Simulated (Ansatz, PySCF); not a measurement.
Reaction (SMILES): Cl[SiH](Cl)Cl [trichlorosilane] → Cl[Si](Cl)Cl + H atom (the H-Si bond at the site shown breaks; other sites are not compared here)
Each molecule is optimised on its own at B3LYP-D3(BJ)/def2-TZVP (Ansatz, a program for electronic structure).

Quantity: bond dissociation energy (enthalpy at 298 K, with B3LYP-D3(BJ) rigid-rotor harmonic-oscillator terms from PySCF), in kcal/mol. Valence correlation only, unless marked. UHF or UKS for open shells. Spin-orbit coupling is left out. Non-relativistic unless marked X2C. CBS marks a two-point X^-3 extrapolation of the correlation energy; Hartree-Fock from the larger set. The bracket is a focal-point correction in the basis named.

```tsv
level	program	bond dissociation energy (kcal/mol)
HF/cc-pV(Q+d)Z	Ansatz	73.5
SVWN5/def2-TZVPD	Ansatz	93.9
PBE-D3(BJ)/def2-TZVPD	Ansatz + dftd3	84.5
PBE-D4/def2-TZVPD	Ansatz + dftd4	84.4
revPBE/def2-TZVPD	Ansatz	82.6
r2SCAN-D3(BJ)/def2-TZVPD	Ansatz + dftd3	86.7
PBE0/6-31G*	Ansatz	86.7
PBE0/def2-TZVP	Ansatz	86.7
r2SCANh-D4/def2-TZVPD	Ansatz + dftd4	87.2
r2SCAN0-D4/def2-TZVPD	Ansatz + dftd4	87.8
B2GP-PLYP-D4/def2-TZVPD	Ansatz + dftd4	90.0
PBE-QIDH/def2-TZVPD	Ansatz	89.1
MP2/6-31G	Ansatz	68.1
MP2/cc-pV(T+d)Z	Ansatz	89.6
RI-MP2/cc-pV(T+d)Z	Ansatz	89.6
RI-MP2/cc-pV(Q+d)Z	Ansatz	91.0
RI-MP2/CBS(cc-pV(T+d)Z,cc-pV(Q+d)Z)	Ansatz	91.9
SCS-MP2/6-31G	Ansatz	69.7
CCSD/6-31G	Ansatz	70.1
X2C-CCSD(T)/cc-pVTZ-DK	Ansatz	90.6
RI-MP2/CBS(cc-pV(T+d)Z,cc-pV(Q+d)Z)+[CCSD(T)-MP2]/cc-pV(T+d)Z	Ansatz	93.9
```
